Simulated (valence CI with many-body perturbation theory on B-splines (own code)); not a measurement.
## Te⁴⁷⁺: key properties

Computed by relativistic CI+MBPT: three valence electrons over a frozen Dirac-Fock core [He], radial functions for each j: 9 s, 9 p, 8 d, 6 f, 3 g, 1 h, with the one-electron correlation potential Σ1 (screened to all orders), the two-electron term Σ2, the three-electron term Σ3, Breit, model QED; selected single and double excitations, second order for the rest, scaled by the run's own slope (own B-spline code, finite nucleus).

The last digits are not significant, and no measured levels were compared; by estimate large intervals hold to a few tenths of a per cent, small ones and those within an open d or f shell to about a per cent.

Levels are named by their leading jj configuration (3d3/2^4 stands for four electrons in 3d with j = 3/2), which in mixed levels can hold well under half, so a name can repeat and another be missing.

Rates and lifetimes use the calculated energies. Strong lines usually hold to 10 to 20 %, long lifetimes can be off by a factor of two.

(1) What is the ground level?

(2) What are the static dipole polarisabilities of the lowest levels?

(3) What is the ionisation energy?

(4) How well does LS coupling describe the low levels?

(5) Name the longest-lived excited levels whose lifetime is computed, and their main decay.

## Answers

(1) (2s^2 2p1/2) J=1/2, composition 100 % 2s2 2p 2P°, g = 0.643.

(2) (2s^2 2p1/2) J=1/2 0.000806 bohr³, of which the core gives 1.08e-06.

(3) 8494.4 eV; NIST lists 8499 ± 4 eV (theoretical).

(4) Among the lowest 20 levels the leading LS term, summed over configurations, holds 76 % on average. For single configurations the figures are 76 % in LS and 98 % in jj coupling. Terms mix most in the J = 3/2 level at 5290.6 × 10³ cm⁻¹, where the leading one holds 46 %.

(5) (2s^2 2p3/2) J=3/2 at 2449.0 × 10³ cm⁻¹ lives 2.71 ns, mostly by E1 to (2s 2p1/2^2) J=1/2; (2s 2p1/2 2p3/2) J=3/2 at 3318.1 × 10³ cm⁻¹ lives 380 ps, mostly by E1 to (2s^2 2p1/2) J=1/2; (2s 2p1/2 2p3/2) J=5/2 at 3563.9 × 10³ cm⁻¹ lives 268 ps, mostly by E1 to (2s^2 2p3/2) J=3/2.
